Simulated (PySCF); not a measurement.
A geometry optimisation on `C[SiH2][Se][SiH3]`.

Method: PBE0-D3(BJ)/def2-SVP geometry optimisation, gas phase (PySCF 2.14.0). Start geometry: GFN2-xTB. The input is one job of a driver script: a line of settings, then coordinates in Å.

Input:
```
{"job": {"xc": "PBE0", "basis": "def2-SVP", "d3": "d3bj", "grid": 1, "maxiter": 30, "shake": 0.01, "kind": "geom"}, "charge": 0, "multiplicity": 1}
C     -1.786360     0.540520     0.282700
Si    -0.937390    -1.052100    -0.201450
Se     0.995560    -0.583980    -1.348040
Si     2.334110     0.372390     0.278200
H     -1.214940     1.140470     0.968070
H     -2.769220     0.367150     0.742230
H     -1.975490     1.183150    -0.596550
H     -0.543000    -1.812360     0.983200
H     -1.702770    -1.834750    -1.132250
H      3.585340     0.581910    -0.348490
H      1.670280     1.620770     0.710410
H      2.383600    -0.551450     1.417670
```

Output:
```
step   0  E = -3022.42277268  max force = 0.042225
step   1  E = -3022.42926159  max force = 0.010837
step   2  E = -3022.43027893  max force = 0.002248
step   3  E = -3022.43033509  max force = 0.000257
step   4  E = -3022.43034006  max force = 0.000248
optimisation converged
```

Energies in Eh; «max force» is the largest Cartesian gradient component in Eh/bohr.

Problem. Give the first gradient maximum in eV/Å.

Solution. With 1 Eh/bohr = 51.422 eV/Å, 2.171 eV/Å.

Summary of the converged run: final energy -3022.43034 Eh after 4 steps; dipole 1.65 D.

Problem. Estimate the wall time. Hardware: one thread, Arm Neoverse V2 (aarch64), shared host. And the peak memory of the process?

Solution. About 31 s, with 0.50 GiB resident at the peak, the Python interpreter and its libraries included.
Labels such as C1 count atoms from 1, the log's own numbers from 0.
